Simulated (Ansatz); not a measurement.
`BC(C)=N` + `CF` → `BC(=N)CF` + CH₄ at 298.15 K and 1 bar (formal exchange of groups at a C–C bond).

Computed with Ansatz on PBE0-D4/def2-TZVP structures; ΔE is electronic, products minus reactants. CCSD(T)/CBS is the MP2 limit (def2-TZVPP, def2-QZVPP) plus CCSD(T) − MP2 in def2-TZVPP, frozen cores. This one scheme is used for every species. Each species was taken in one conformer, which may not be the lowest.

| species | CCSD(T)/CBS energy (Eh) | H − E (kJ/mol) | S (J/(mol·K)) |
| --- | --- | --- | --- |
| `BC(C)=N` | -159.16440 | 224.3 | 301.2 |
| `CF` | -139.63461 | 113.4 | 222.6 |
| `BC(=N)CF` | -258.33905 | 207.6 | 323.1 |
| CH₄ | -40.46206 | 127.4 | 186.2 |

H − E and S are ideal-gas, rigid-rotor, harmonic terms from PBE0-D4/def2-TZVP, for one conformer and one mirror image of each species. 1 Eh = 2625.50 kJ/mol, R = 8.31446 J/(mol·K).

Problem. By hand: ΔE, ΔH, ΔS and ΔG.

Solution. ΔE = (-258.33905) + (-40.46206) − (-159.16440) − (-139.63461) = -0.00210 Eh = -5.5 kJ/mol. Δ(H − E) = 207.6 + 127.4 − 224.3 − 113.4 = -2.7, so ΔH = -8.2 kJ/mol. ΔS = 323.1 + 186.2 − 301.2 − 222.6 = -14.5 J/(mol·K). ΔG = -8.2 − 298.15 × (-14.5)/1000 = -3.9 kJ/mol.

Problem. By hand: the equilibrium constant, and the temperature at which ΔG would vanish if ΔH and ΔS stayed fixed.

Solution. log₁₀ K = −ΔG/(RT ln 10) = 0.7. ΔG = 0 at ΔH/ΔS = 566 K, though so small a ΔH makes that figure unsure.

TΔS isn't small against ΔH here. The sign of ΔG lies within the doubt. A doubt of 5 kJ/mol in ΔE shifts log₁₀ K by 0.9 here. Other conformers and mirror images would add mixing entropy, several J/(mol·K) or more a flexible species. These are equilibria of isolated gas molecules and say nothing of rates. Largest T1 diagnostic: 0.015 (customary marks: 0.02 for closed shells, 0.045 for open ones).
